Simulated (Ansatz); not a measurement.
Mulliken charges of F2H2NSi (`[NH][SiH](F)F`) radical from ωB97M-V/def2-TZVPP in Ansatz (PBE0-D4/def2-TZVP geometry).

| atom | x (Å) | y (Å) | z (Å) | charge (e) |
| --- | --- | --- | --- | --- |
| N1 | -0.025 | 1.002 | -0.904 | -0.297 |
| Si2 | 0.188 | -0.245 | 0.273 | 0.787 |
| F3 | 1.579 | -0.941 | -0.005 | -0.292 |
| F4 | -0.909 | -1.390 | 0.207 | -0.299 |
| H5 | -0.978 | 1.157 | -1.237 | 0.144 |
| H6 | 0.187 | 0.354 | 1.618 | -0.043 |

Q: By hand: the dipole of these point charges (1 e Å = 4.8032 D).

A: Σ q r = (-0.183, 0.351, 0.175) e Å, of length 0.433 e Å = 2.08 D.

Q: How does the dipole of the full density compare? (Best estimate.)

A: The calculation gave: (-0.320, 0.202, 0.055) e Å, 1.84 D; the point charges give 1.13 times that, at 33° from its direction.

Point charges leave out the atoms' own dipoles, such as those of lone pairs, and Mulliken's split depends on the basis, so the two needn't agree.
